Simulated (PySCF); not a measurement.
H₃NSSe, SMILES N[Se]S.

Coordinates come from a B3LYP-D3(BJ)/def2-TZVP optimisation. The values are those of a single conformer.

The numbers are results of B3LYP-D3(BJ)/def2-TZVP in PySCF, not measurements.

Frequencies are harmonic and unscaled.

Computed vibrational spectrum:
| mode | ν (cm⁻¹) | IR (km/mol) | moving atoms (share of kinetic energy) |
|---|---|---|---|
| 1 | 222 | 0.2 | N 51 %, S 24 %, Se 16 %, H 9 % |
| 2 | 312 | 22.0 | H 93 % |
| 3 | 344 | 21.1 | H 94 % |
| 4 | 360 | 28.3 | S 57 %, Se 28 %, H 11 % |
| 5 | 488 | 88.9 | N 48 %, H 34 %, S 10 % |
| 6 | 734 | 50.9 | H 52 %, N 37 %, Se 11 % |
| 7 | 823 | 3.1 | H 96 % |
| 8 | 1020 | 1.8 | H 92 % |
| 9 | 1582 | 8.3 | H 92 % |
| 10 | 2638 | 1.9 | H 97 % |
| 11 | 3510 | 13.6 | H 96 % |
| 12 | 3620 | 26.5 | H 91 %, N 9 % |
